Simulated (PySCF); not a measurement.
CH2BF3, SMILES BC(F)(F)F.

Coordinates come from a B3LYP-D3(BJ)/def2-SVP optimisation.

Calculation: TDA-CAM-B3LYP/def2-SVPD (PySCF 2.14.0).

Vertical excitations.  State labels are in the subgroup Cs.

```csv
state,symmetry,energy (eV),λ (nm),f,main pairs
S1,A',5.83,213,0.000,HOMO→LUMO 97 %
S2,A",5.91,210,0.000,HOMO−1→LUMO 98 %
S3,A",8.31,149,0.004,HOMO−2→LUMO 97 %
S4,A",8.90,139,0.000,HOMO−4→LUMO 97 %
S5,A',8.98,138,0.035,HOMO−3→LUMO 98 %
S6,A",9.92,125,0.001,HOMO−5→LUMO 97 %
S7,A',9.96,124,0.095,HOMO−7→LUMO 90 %
S8,A',10.02,124,0.064,"HOMO−6→LUMO 69 %, HOMO→LUMO+1 21 %"
S9,A',10.13,122,0.018,"HOMO→LUMO+1 70 %, HOMO−6→LUMO 23 %"
S10,A",10.37,120,0.127,HOMO−1→LUMO+1 96 %
T1,A',5.08,244,0,HOMO→LUMO 95 %
T2,A",5.13,242,0,HOMO−1→LUMO 96 %
T3,A",8.14,152,0,HOMO−2→LUMO 96 %
T4,A',8.20,151,0,HOMO−7→LUMO 81 %
```
Triplets are in the Tamm–Dancoff approximation.
